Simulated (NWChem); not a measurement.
System: GeH3SeF; SMILES F[Se][GeH3]

```xyz
6

Se    -0.4038    -1.0053     0.0000
F      1.3198    -1.4642     0.0000
Ge     0.0473     1.3136     0.0000
H      0.8391     1.6764    -1.2645
H     -1.3428     1.9727     0.0000
H      0.8391     1.6764     1.2645
```
Atoms are numbered in this order, from 1.

Computed with NWChem. Structure relaxed at the PBE0/def2-SVP level. Total energies compare along this basis series because the functional is fixed.

```tsv
level	basis functions	energy (Ha)	highest occupied level (eV)	orbital gap (eV)	dipole (D)
TPSS/pcseg-1	83	-4579.5769	-5.84	2.81	2.27
TPSS/aug-pcseg-1	122	-4579.5891	-5.92	2.71	2.19
TPSS/pcseg-2	158	-4580.2392	-5.88	2.75	2.18
TPSS/STO-3G	44	-4528.0400	-1.75	3.79	1.40
TPSS/def2-SVP	93	-4579.4756	-5.66	2.83	2.12
```
